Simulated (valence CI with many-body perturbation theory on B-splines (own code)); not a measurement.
Ce²⁵⁺: key properties

Method: configuration interaction combined with many-body perturbation theory (CI+MBPT): five valence electrons over a frozen Dirac-Fock core [Ar] 3d10, radial functions for each j: 9 s, 9 p, 8 d, 6 f, 3 g, 1 h, with the one-electron correlation potential Σ1, the two-electron term Σ2, the three-electron term Σ3, Breit, model QED; selected CI, second order for the rest, scaled by the run's own slope (own B-spline code, finite nucleus).

No measured spectrum was set against this ion. As an estimate, levels hold to about 250 cm⁻¹ or 0.2 % of their energy and the worst to 1 %, as in measured heavy ions of charge 2 to 7; those with d or f electrons hold less well. Among the levels kept, up to 940 cm⁻¹ of a level comes from second order outside the variational space, and about a tenth of that is noise between levels of different J, which matters for small intervals.

Levels are named by their leading jj configuration (3d3/2^4 stands for four electrons in 3d with j = 3/2), which in mixed levels can hold well under half, so a name can repeat and another be missing.

Rates and lifetimes use the calculated energies. Strong lines usually hold to 10 to 20 %, long lifetimes can be off by a factor of two.

(1) What is the ground level?

(2) Where does the other parity begin?

(3) How well does LS coupling describe the low levels?

(4) What is the ionisation energy?

(5) Name the longest-lived excited levels whose lifetime is computed, and their main decay.

(6) Among levels below 1257000 cm⁻¹, which E1 lines absorb most strongly from the ground level?

(7) What are the static dipole polarisabilities of the lowest levels?

Results:

(1) (4s^2 4p1/2^2 4p3/2) J=3/2, composition 41 % 4s2 4p3 2P° + 35 % 4s2 4p3 4S° + 23 % 4s2 4p3 2D°, g = 1.445.

(2) At (4s 4p1/2^2 4p3/2^2) J=5/2, 642170 cm⁻¹.

(3) Among the lowest 20 levels the leading LS term, summed over configurations, holds 56 % on average. For single configurations the figures are 52 % in LS and 80 % in jj coupling. Terms mix most in the J = 5/2 level at 864610 cm⁻¹, where the leading one holds 32 %.

(4) 863.57 eV; NIST lists 862 ± 4 eV (theoretical).

(5) (4s^2 4p1/2 4p3/2^2) J=5/2 at 199220 cm⁻¹ lives 47.6 μs, mostly by M1 to (4s^2 4p1/2^2 4p3/2) J=3/2; (4s^2 4p1/2 4p3/2^2) J=1/2 at 236830 cm⁻¹ lives 10.0 μs, mostly by M1 to (4s^2 4p1/2^2 4p3/2) J=3/2; (4s^2 4p1/2 4p3/2^2) J=3/2 at 169920 cm⁻¹ lives 9.55 μs, mostly by M1 to (4s^2 4p1/2^2 4p3/2) J=3/2. The lifetime of (4s^2 4p1/2 4p3/2 4d5/2) J=9/2 is too uncertain to give, and may be longer.

(6) to (4s^2 4p1/2 4p3/2 4d3/2) J=5/2 at 9.265 nm, f = 0.595; to (4s^2 4p1/2 4p3/2 4d3/2) J=3/2 at 9.193 nm, f = 0.336; to (4s^2 4p1/2 4p3/2 4d3/2) J=1/2 at 9.215 nm, f = 0.271.

(7) (4s^2 4p1/2^2 4p3/2) J=3/2 0.139 (tensor 0.0084); (4s^2 4p1/2 4p3/2^2) J=3/2 0.149 (tensor 0.0031); (4s^2 4p1/2 4p3/2^2) J=5/2 0.148; (4s^2 4p1/2 4p3/2^2) J=1/2 0.147 bohr³, of which the core gives 0.00774.
